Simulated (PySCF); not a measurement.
Computed IR spectrum (relative IR intensity) of a molecule C₂H₇NSi₂. Geometry: B3LYP-D3(BJ)/def2-SVP. The values are those of a single conformer. Level of theory: B3LYP-D3(BJ)/def2-SVP (PySCF). Frequencies are harmonic and unscaled.

Lines under 2 % of the strongest are left out, and lines within 2 cm⁻¹ are merged.

ν (cm⁻¹): 176 (vw), 356 (w), 467 (vw), 499 (w), 774 (m), 831 (vs), 891 (m), 933 (w), 942 (w), 947 (m), 1174 (vw), 1413 (vw), 2209 (m), 2215 (w), 2221 (m), 2227 (m), 2239 (m), 2370 (w) (against the strongest line: vs over 80 %, s over 45 %, m over 15 %, w over 4 %, vw less)

Task: Which molecule gave these data?
A. [SiH3]C1=N[SiH2]C1
B. N#CC[SiH2][SiH3]
C. N[SiH2]C#C[SiH3]
D. C#C[Si@@H](N)[SiH3]

Result: B, N#CC[SiH2][SiH3]
